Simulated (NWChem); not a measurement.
CH4GeO2; SMILES O=[C](O)[GeH3]

```xyz
8

O      1.1273    -1.6968     0.0000
C      0.1130    -1.0400    -0.0003
O     -1.1239    -1.5986     0.0000
Ge     0.0103     0.9634     0.0000
H     -0.9927    -2.5703     0.0007
H     -0.7608     1.4262    -1.2540
H      1.4548     1.4936    -0.0140
H     -0.7353     1.4251     1.2698
```
Atoms are numbered in this order, from 1.

Computed with NWChem. Geometry: optimised at B3LYP/6-31G* (spherical d).

For level PBE0/def2-TZVP:

| Quantity | Value |
|---|---|
| highest occupied level (eV) | -7.92 |
| orbital gap (eV) | 7.24 |

What are these values for level PBE/def2-TZVP?


- highest occupied level (eV): -6.44
- orbital gap (eV): 4.70
